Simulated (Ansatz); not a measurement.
Cartesian coordinates (Å):
```xyz
10

W      0.2274    -0.0675    -0.1391
O     -1.0918    -0.6208     0.8145
O      1.7154     0.1767     1.0656
H      2.0580    -0.5913     1.5637
O      0.1210     1.8599    -0.1550
H      0.1704     2.3477     0.6906
O      1.1742    -1.6415    -0.7337
H      0.7103    -2.2966    -1.2914
O     -0.4133     0.0382    -1.9572
H     -1.1590     0.6346    -2.1659
```
Charge 0, multiplicity 1.

These are frozen-core CCSD(T)/def2-TZVPP // BP86-D3(BJ)/def2-SVP (Ansatz, a program for electronic structure) values and carry that method's errors.

```json
{
  "HF energy": "-443.37350 Ha",
  "MP2 correlation energy": "-1.73056 Ha"
}
```

### Question
Estimate the CCSD correlation energy, the (T) correction, the total energy and the T1 diagnostic.

### Answer

```yaml
CCSD correlation energy: -1.67468 Ha
"(T) correction": -0.08501 Ha
CCSD(T) total energy: -445.13319 Ha
T1 diagnostic: 0.023
```
